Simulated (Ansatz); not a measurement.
Mo₅Se₉. The state is a singlet with charge 0. Geometry PBE-D4/def2-SVP.

```tsv
atom	x (Å)	y (Å)	z (Å)
Mo1	-1.246	0.792	0.519
Mo2	0.335	-1.338	0.607
Mo3	1.408	1.221	-0.501
Mo4	1.085	0.603	1.899
Mo5	-0.379	-0.333	-1.691
Se6	-1.571	-2.466	-0.761
Se7	0.088	2.895	0.703
Se8	3.450	1.173	0.700
Se9	-2.522	1.080	-1.760
Se10	-1.058	-0.606	2.604
Se11	-3.624	0.129	0.174
Se12	0.693	-2.689	-1.628
Se13	2.264	-1.658	2.086
Se14	1.077	1.197	-2.954
```

In the def2 sets Mo takes a core potential; there is no spin–orbit coupling. Single mean-field runs in def2-SVP, def2-TZVP are fitted with def2-universal-jkfit. The restricted singlet is unstable towards broken spin symmetry in Hartree–Fock (as tested in another run); at PBE-D4/def2-TZVP, revPBE-D4/def2-TZVP, r2SCAN-D4/def2-TZVP, PBE0-D4/def2-SVP and others this wasn't settled. Another isomer (singlet) lies 0.11 eV lower at PBE-D4/def2-TZVP; other spin states weren't run for this one.

(1) Estimate the orbital energies around the gap (eV) in Ansatz with PBE-D4/def2-TZVP, revPBE-D4/def2-TZVP, r2SCAN-D4/def2-TZVP, PBE0-D4/def2-SVP, PBE0-D4/def2-TZVP.

Results:

(1) 
| orbital | PBE-D4/def2-TZVP | revPBE-D4/def2-TZVP | r2SCAN-D4/def2-TZVP | PBE0-D4/def2-SVP | PBE0-D4/def2-TZVP |
| --- | --- | --- | --- | --- | --- |
| HOMO−13 | -7.43 | -7.36 | -7.74 | -8.59 | -8.52 |
| HOMO−12 | -7.21 | -7.14 | -7.54 | -8.43 | -8.36 |
| HOMO−11 | -7.11 | -7.04 | -7.41 | -8.24 | -8.18 |
| HOMO−10 | -6.90 | -6.83 | -7.21 | -8.07 | -7.99 |
| HOMO−9 | -6.67 | -6.60 | -6.97 | -7.82 | -7.75 |
| HOMO−8 | -6.56 | -6.49 | -6.86 | -7.72 | -7.64 |
| HOMO−7 | -6.50 | -6.43 | -6.77 | -7.60 | -7.53 |
| HOMO−6 | -6.20 | -6.13 | -6.48 | -7.33 | -7.26 |
| HOMO−5 | -6.17 | -6.09 | -6.43 | -7.27 | -7.20 |
| HOMO−4 | -6.00 | -5.92 | -6.24 | -7.02 | -6.97 |
| HOMO−3 | -5.83 | -5.76 | -6.07 | -6.90 | -6.83 |
| HOMO−2 | -5.72 | -5.64 | -5.94 | -6.70 | -6.63 |
| HOMO−1 | -5.42 | -5.34 | -5.61 | -6.32 | -6.27 |
| HOMO | -5.31 | -5.23 | -5.51 | -6.24 | -6.19 |
| LUMO | -4.58 | -4.49 | -4.64 | -4.14 | -4.07 |
| LUMO+1 | -4.10 | -4.01 | -4.13 | -3.58 | -3.51 |
| LUMO+2 | -3.84 | -3.75 | -3.83 | -3.25 | -3.20 |
| LUMO+3 | -3.83 | -3.74 | -3.83 | -3.21 | -3.15 |
| LUMO+4 | -3.77 | -3.69 | -3.78 | -3.16 | -3.10 |
| LUMO+5 | -3.71 | -3.63 | -3.73 | -3.09 | -3.03 |
